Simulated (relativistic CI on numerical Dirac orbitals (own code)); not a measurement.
**Radial parameters of Ru⁷⁺**

Calculated at this level of theory: Dirac-Coulomb-Breit CI, KLI orbitals optimised for each configuration, a model potential for QED, unscaled Slater integrals (own radial code, finite nucleus).

Slater integrals F^k, G^k are unscaled and averaged over j, outside the closed core [Ar] 3d10; ζ comes from projecting the Hamiltonian with its Breit term on Σ l·s of the shell.

- 4s2 4p6 4d: ζ(4d) = 1685.2 cm⁻¹; <r>(4d) = 1.225, <r^2>(4d) = 1.719 (bohr units).
- 4s2 4p6 4f: ζ(4f) = -32.874 cm⁻¹; <r>(4f) = 1.689, <r^2>(4f) = 3.32 (bohr units).
- 4s2 4p5 4d2: ζ(4p) = 20654, F^2(4d,4d) = 83930, F^4(4d,4d) = 56226, F^2(4p,4d) = 89192, G^1(4p,4d) = 112850, G^3(4p,4d) = 70305, ζ(4d) = 1710.8 cm⁻¹; <r>(4p) = 1.048, <r^2>(4p) = 1.244, <r>(4d) = 1.219, <r^2>(4d) = 1.705 (bohr units).

**Question.** Give the Racah parameters of the d shell in 4s2 4p5 4d2.

**Answer.** B = F²/49 − 5F⁴/441 = 1075 cm⁻¹ and C = 35F⁴/441 = 4462 cm⁻¹.

In this model ζ of a weakly bound d, f or g electron outside closed shells comes out too small, for d by up to a factor of two or three and at times with the wrong sign; that of an outer p electron is too small as well.

Averages of the first 10 configurations, taken without configuration mixing, which lowers the lowest level and can move excited configurations by several eV; other configurations of the list can lie among them:

```tsv
Configuration	Parity	States	Average energy above the lowest level (eV)
4s2 4p6 4d	even	10	1.4
4s2 4p6 5s	even	2	28.9
4s2 4p6 4f	odd	14	49.0
4s2 4p5 4d2	odd	270	50.6
4s2 4p6 5p	odd	6	39.5
4s 4p6 4d2	even	90	88.3
4s2 4p6 5d	even	10	55.7
4s2 4p5 4d 4f	even	840	97.9
4s2 4p6 6s	even	2	63.7
4s2 4p6 6p	odd	6	68.5
```
